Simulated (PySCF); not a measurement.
# Ionising BiCl

r²SCAN; Bi cc-pVDZ-PP with ECP60, Cl cc-pV(D+d)Z; scalar-relativistic core potentials (PySCF 2.14). Neutral (UKS): triplet (π ↑↑), Re = 2.477 Å, ωe = 328 cm⁻¹, De = 2.96 eV, HOMO -5.53 eV, LUMO -3.32 eV.

BiCl⁺ (UKS): doublet (π ↑), Re = 2.374 Å, ωe = 390 cm⁻¹. The energies at the minima are -674.93142 hartree for BiCl and -674.61980 for BiCl⁺.

Work out the adiabatic ionisation energy, without and with harmonic zero-point energies (1 hartree = 27.2114 eV, 1 eV = 8065.5 cm⁻¹), and the change of the bond length.

At r²SCAN: 0.31162 hartree = 8.480 eV between the minima; the zero-point term (390.0 − 328.0)/2 cm⁻¹ = +0.004 eV makes it 8.483 eV. Re changes by -10.3 pm against the neutral. The electron leaves a π orbital; in so polar a molecule the change of length follows mostly from the change of the ionic charges.

These are scalar-relativistic numbers at best; spin–orbit coupling would shift them, the dissociation energy most. States were picked by a PBE0 search and need not be the measured ground states.
